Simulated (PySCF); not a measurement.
CH₃IMgS. Atoms are numbered in the order given.

```xyz
7

Mg     0.2874    -0.7890     0.0000
I     -0.0603     1.7515     0.0000
S      0.6474    -3.0615     0.0000
C     -1.0659    -3.7622     0.0000
H     -1.6295    -3.4735    -0.8983
H     -0.9574    -4.8556     0.0000
H     -1.6295    -3.4735     0.8983
```
Charge 0, spin multiplicity 1.

Geometry: B3LYP-D3(BJ)/def2-SVP. The structure was generated by enumeration; whether it is a known compound was not checked. The def2 effective core potentials stand for the cores of I; spin–orbit coupling is left out. One conformer was computed; it need not be the lowest.

These are PySCF with ωB97X/def2-TZVP values and carry that method's errors.

Computed frontier levels, gap, dipole moment and polarisability:
The highest occupied level comes out as -9.10 eV, the lowest empty level comes out as 0.04 eV and the orbital gap is 9.14 eV. The dipole moment comes out as 1.55 D and the quadrupole, principal values (traceless, Buckingham form, about the centre of nuclear charge) is -14.45, 3.34, 11.11 D·Å. The mean static polarisability is 91.0 bohr³ (13.48 Å³) and the polarisability, principal values is 73.1, 79.1, 120.8 bohr³.
